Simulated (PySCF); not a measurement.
Compound: C2H3BN2Se.
InChI=1S/C2H3BN2Se/c4-1-3-5-2-6/h6H,3H2

Computed, not measured: PySCF 2.14.0, PBE0-D3(BJ)/def2-SVP geometry optimisation, gas phase.

Masses are those of the commonest isotopes; rigid-rotor values at the optimised geometry. 

Task: What are A, B and C (GHz)?

Result: Ia = 54.32, Ib = 728.29, Ic = 778.47 u·Å²; 505379 MHz·u·Å²/I gives 9304, 693.9 and 649.2 MHz, that is A = 9.3038, B = 0.6939, C = 0.6492 GHz.

Task: What kind of rotor is it?

Result: A near-prolate asymmetric top: κ = (2 × 693.9 − 9304 − 649.2)/(9304 − 649.2) = -0.99.

Task: What does the inertial defect say?

Result: Not planar: Δ = Ic − Ia − Ib = -4.15 u·Å². For a rigid frame Δ = −2 Σ m c², so Σ m c² = 2.07 u·Å² lies off the ab plane, practically all of it from hydrogen. The atom farthest from that plane is 1.02 Å away.

Task: Give the other two planar moments, Paa and Pbb, and the rms extents of the mass along the axes.

Result: Paa = Σ m a² = (Ib + Ic − Ia)/2 = 726.22 and Pbb = Σ m b² = (Ia + Ic − Ib)/2 = 52.25 u·Å². With the mass M = 145.96 u, the rms extents √(P/M) along a, b and c are 2.23, 0.60, 0.12 Å.

Task: Give the coordinates in the principal-axis frame, origin at the centre of mass.

Result: The sense of each axis is arbitrary; atoms in the order of the calculation.
```json
{"atom": "N1", "mass (u)": "14.003", "a (Å)": "-4.018", "b (Å)": "-1.161", "c (Å)": "0.000"}
{"atom": "C2", "mass (u)": "12.000", "a (Å)": "-3.398", "b (Å)": "-0.180", "c (Å)": "0.001"}
{"atom": "B3", "mass (u)": "11.009", "a (Å)": "-2.543", "b (Å)": "1.144", "c (Å)": "0.000"}
{"atom": "N4", "mass (u)": "14.003", "a (Å)": "-1.064", "b (Å)": "0.699", "c (Å)": "0.000"}
{"atom": "C5", "mass (u)": "12.000", "a (Å)": "0.034", "b (Å)": "0.347", "c (Å)": "0.000"}
{"atom": "Se6", "mass (u)": "79.917", "a (Å)": "1.796", "b (Å)": "-0.127", "c (Å)": "0.000"}
{"atom": "H7", "mass (u)": "1.008", "a (Å)": "-2.699", "b (Å)": "1.801", "c (Å)": "-1.015"}
{"atom": "H8", "mass (u)": "1.008", "a (Å)": "-2.698", "b (Å)": "1.804", "c (Å)": "1.013"}
{"atom": "H9", "mass (u)": "1.008", "a (Å)": "1.451", "b (Å)": "-1.562", "c (Å)": "0.000"}
```

Task: List the rotational levels J(Ka,Kc) to J = 2 (MHz).

Result: Above 0(0,0):
J = 1: 1(0,1) 1343, 1(1,1) 9953, 1(1,0) 9998
J = 2: 2(0,2) 4029, 2(1,2) 12595, 2(1,1) 12729, 2(2,1) 38558, 2(2,0) 38559

Task: Which lines would a microwave search look for?

Result: The dipole components are |μa| = 9.51 D, |μb| = 0.02 D, |μc| = 0.00 D; the mirror of this Cs structure is the ab plane, so μc vanishes by symmetry and there are no c-type lines. The squared components, which scale the intensities, stand as 1.00 : 0.00 (a : b). Some lines, for components of 0.1 D or more:

```
type  branch         J(Ka,Kc)   MHz  lower level (cm⁻¹)
   a       Q  4(1,3) ← 4(1,4)   447               0.728
   a       R  1(0,1) ← 0(0,0)  1343               0.000
   a       R  2(1,2) ← 1(1,1)  2642               0.332
   a       R  2(0,2) ← 1(0,1)  2686               0.045
   a       R  2(1,1) ← 1(1,0)  2731               0.333
   a       R  3(1,3) ← 2(1,2)  3962               0.420
   a       R  3(0,3) ← 2(0,2)  4029               0.134
   a       R  3(2,2) ← 2(2,1)  4029               1.286
   a       R  3(2,1) ← 2(2,0)  4030               1.286
   a       R  3(1,2) ← 2(1,1)  4096               0.425
   a       R  4(1,4) ← 3(1,3)  5283               0.552
   a       R  4(0,4) ← 3(0,3)  5371               0.269
   a       R  4(2,3) ← 3(2,2)  5372               1.421
   a       R  4(3,2) ← 3(3,1)  5373               2.860
   a       R  4(3,1) ← 3(3,0)  5373               2.860
   a       R  4(2,2) ← 3(2,1)  5374               1.421
   a       R  4(1,3) ← 3(1,2)  5462               0.561
```

No PBE0-D3(BJ)/def2-SVP frequencies stand behind this structure, so it isn't proved a minimum. Constants of a rigid frame at the computed geometry: no zero-point averaging, no centrifugal distortion. Quadrupole hyperfine structure (11B, 14N) is left out.
